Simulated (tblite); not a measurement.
Isomers of C6H10Cl2Si. Calculated harmonic vibrations of the isolated species, GFN2-xTB (tblite), most abundant isotopes, no scaling. Errors from tens to a few hundred cm⁻¹ against measured bands are possible. Modes of hydrogen on silicon can be 10 to 20 % off. One conformer each.

Electronic energies: GFN2-xTB at the same geometries; isomer energies are rough at this level and their order can be wrong.

```csv
SMILES,"electronic energy, lowest = 0 (kJ/mol)"
CCCC=C=C[SiH](Cl)Cl,0.0
C=C(C)[C@@]1(C(Cl)Cl)C[SiH2]1,256.5
C=C[C@@H](Cl)[C@@H](Cl)[C@@H]1C[SiH2]1,273.9
ClC[C@@H]1C=CCC[Si@@H]1Cl,20.6
C=C=C(C)[Si@H](Cl)CCCl,144.0
```

How do GFN2-xTB zero-point energies change the relative energies?

```
                                SMILES  ZPE (kJ/mol)  of it from modes above 1550 cm⁻¹  electronic (kJ/mol)  with ZPE, lowest = 0 (kJ/mol)  lowest mode (cm⁻¹)  rings
                   CCCC=C=C[SiH](Cl)Cl         370.4                             187.7                  0.0                            0.0                  14      0
             ClC[C@@H]1C=CCC[Si@@H]1Cl         377.6                             184.4                 20.6                           27.8                  25      1
                C=C=C(C)[Si@H](Cl)CCCl         364.7                             188.2                144.0                          138.4                  21      0
         C=C(C)[C@@]1(C(Cl)Cl)C[SiH2]1         360.7                             184.6                256.5                          246.8                  19      1
C=C[C@@H](Cl)[C@@H](Cl)[C@@H]1C[SiH2]1         361.8                             184.3                273.9                          265.4                  41      1
```

The zero-point energies span 16.9 kJ/mol, from `C=C(C)[C@@]1(C(Cl)Cl)C[SiH2]1` to `ClC[C@@H]1C=CCC[Si@@H]1Cl`. The order is unchanged.
